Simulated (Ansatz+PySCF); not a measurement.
Values are calculated unless marked as measured or tabulated.
## PySCF 2.14.0 run

```python
from pyscf import gto, scf

mol = gto.M(atom="""
Ti 0.000000 0.000000 0.000000
F 0.000000 0.000000 1.907360
""", basis='def2-svp', charge=0, spin=3)
mf = scf.ROHF(mol)
mf.kernel()
print(mf.converged, mf.e_tot, mf.spin_square()[0])
```

The script is written out from the run's settings.

The run gave:

```json
{"Converged": "yes", "Total energy": "-947.69955 hartree", "Spin squared of the determinant": "3.750", "Cycles": "10"}
```

This is not the lowest solution: another run reaches a determinant 0.56 eV lower. Caution: an unrestricted determinant lies well below.
